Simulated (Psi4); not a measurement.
H$_{4}$Si, charge +1, doublet, geometry from GFN2-xTB (a state made from the parent by changing its charge; the spin is typed, not shown lowest), with bond 5-1 at 1.3 times its length. Base run: B3LYP/STO-3G (Psi4 1.11).

Here is a job for Psi4.
```
memory 2 GB

molecule mol {
1 2
  Si    0.000000   -0.000000   -0.000000
  H     0.028744    1.072285    1.066288
  H    -0.027528   -1.065933    1.072670
  H     0.027528    1.065933   -1.072670
  H    -0.037368   -1.393971   -1.386174
}

set basis sto-3g
set reference uks

energy('b3lyp')
print_variables()
```

Each row names what was changed in the base input (with any setting that the change needs).

```json
[
 {"change": "base", "ΔE vs base (µEh)": "0.0", "SCF cycles": "8", "grid points": "108192", "basis functions": "13"},
 {"change": "diis_max_vecs = 3", "ΔE vs base (µEh)": "0.0", "SCF cycles": "10", "grid points": "108192", "basis functions": "13"},
 {"change": "scf_type = out_of_core", "ΔE vs base (µEh)": "713", "SCF cycles": "8", "grid points": "108192", "basis functions": "13"},
 {"change": "dft_spherical_points = 194", "ΔE vs base (µEh)": "-0.1", "SCF cycles": "8", "grid points": "69672", "basis functions": "13"},
 {"change": "guess = sapgau", "ΔE vs base (µEh)": "0.0", "SCF cycles": "9", "grid points": "108192", "basis functions": "13"},
 {"change": "basis_guess = true", "ΔE vs base (µEh)": "0.0", "SCF cycles": "7", "grid points": "108192", "basis functions": "13"},
 {"change": "dft_nuclear_scheme = becke", "ΔE vs base (µEh)": "0.4", "SCF cycles": "8", "grid points": "107510", "basis functions": "13"},
 {"change": "e_convergence = 1e-8", "ΔE vs base (µEh)": "0.0", "SCF cycles": "9", "grid points": "108192", "basis functions": "13"},
 {"change": "level_shift = 1.0", "ΔE vs base (µEh)": "0.0", "SCF cycles": "9", "grid points": "108192", "basis functions": "13"},
 {"change": "dft_nuclear_scheme = stratmann", "ΔE vs base (µEh)": "-0.1", "SCF cycles": "8", "grid points": "102554", "basis functions": "13"},
 {"change": "scf_initial_accelerator = none", "ΔE vs base (µEh)": "0.0", "SCF cycles": "8", "grid points": "108192", "basis functions": "13"},
 {"change": "e_convergence = 1e-10", "ΔE vs base (µEh)": "0.0", "SCF cycles": "10", "grid points": "108192", "basis functions": "13"},
 {"change": "guess = gwh", "ΔE vs base (µEh)": "0.0", "SCF cycles": "11", "grid points": "108192", "basis functions": "13"}
]
```

Open shells are given as the SCF converged; they aren't shown to be the lowest states, and a large step between rows can be another state.
